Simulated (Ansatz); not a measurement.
Consider the ligand exchange at the Si–C bond: `N=C(O)[SiH](N)O` + `C=N` → `C=N[SiH](N)O` + `N=CO`.

Isolated molecules relaxed with PBE0-D4/def2-TZVP in Ansatz; ΔE leaves out vibrations. CBS: MP2 limit from def2 TZ/QZ plus the TZ coupled-cluster correction, frozen cores. This one scheme is used for every species. Functionals use def2-TZVPP. B3LYP here is the variant with VWN-RPA as its local correlation; programs differ in this. One conformer a species, not always the lowest.

Problem. Is it downhill or uphill in electronic energy at CCSD(T)/CBS, and by how much? (An estimate is asked.)

Solution. The calculation gave: Downhill: ΔE = -0.53 eV.

Problem. What do these levels give: PBE-D4, PBE0-D4, B3LYP-D4, HF/def2-TZVPP, MP2/CBS(def2), CCSD/CBS(def2)? (Best estimate.)

Solution. Computed: PBE-D4 -0.46, PBE0-D4 -0.51, B3LYP-D4 -0.54, HF/def2-TZVPP -0.70, MP2/CBS(def2) -0.57, CCSD/CBS(def2) -0.55 eV.

Largest T1 diagnostic among the species: 0.014.

From PBE to PBE0 (25 % exact exchange), in def2-TZVPP and without D4, ΔE moves by −0.05 eV. In def2-TZVPP, CCSD(T) changes the Hartree–Fock value by +0.18 eV (the triples alone add +0.03 eV) and MP2 by +0.14 eV.
